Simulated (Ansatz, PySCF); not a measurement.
C3H6N, SMILES `C=C[N+]C` (singlet; the order of the spin states depends on the level; C–C–N–C torsion 180°) (charge 1, multiplicity 1). This singlet lies 0.26 eV below the relaxed triplet at the level B3LYP-D3(BJ)/def2-TZVP (PySCF); other levels give the other order.

Computed with PBE0/cc-pVTZ // B3LYP-D3(BJ)/def2-TZVP (Ansatz, a program for electronic structure).

Ansatz 0.2 input:
```yaml
crystal:
  periodic: [false, false, false]
  atoms:
    - { symbol: C, position_ang: [1.922875, -0.207641, 0.283117] }
    - { symbol: C, position_ang: [0.70015, 0.12181, -0.28049] }
    - { symbol: N, position_ang: [-0.347661, -0.215738, 0.441479] }
    - { symbol: C, position_ang: [-1.638157, 0.065776, -0.025123] }
    - { symbol: H, position_ang: [1.939566, -0.704203, 1.247765] }
    - { symbol: H, position_ang: [2.862181, 0.016625, -0.212304] }
    - { symbol: H, position_ang: [0.623647, 0.620785, -1.245848] }
    - { symbol: H, position_ang: [-2.149398, 0.623865, 0.780148] }
    - { symbol: H, position_ang: [-2.197841, -0.886774, 0.002582] }
    - { symbol: H, position_ang: [-1.71536, 0.565494, -0.991323] }
basis:
  gaussian: { orbitals: cc-pVTZ }
hamiltonian:
  xc: pbe0
total_charge: 1
```

Output:

```
Functional definition: PBE0
1057 factors; their error is unknown
mean field evaluation 1: about -4675.1695 eV, gradient 6.3e1 eV
mean field evaluation 2: about -4668.2845 eV, gradient 8.0e1 eV
mean field evaluation 4: about -4684.3403 eV, gradient 5.8e0 eV
mean field evaluation 8: about -4684.4047 eV, gradient 3.2e-1 eV
mean field evaluation 16: about -4684.4049 eV, gradient 2.9e-5 eV
mean field -4684.40487069 eV, -172.1487037941 hartree, gradient 2.9e-5 eV, S^2 0.000000; 0 other end points of the search recorded, 0 dependent functions left out
reference -4684.40489770 eV, -172.1487047869 hartree; 15, 15 occupied and 189, 189 virtual orbitals, 1057 factors
Total energy: -4684.40489770 eV, -172.1487047869 hartree
```
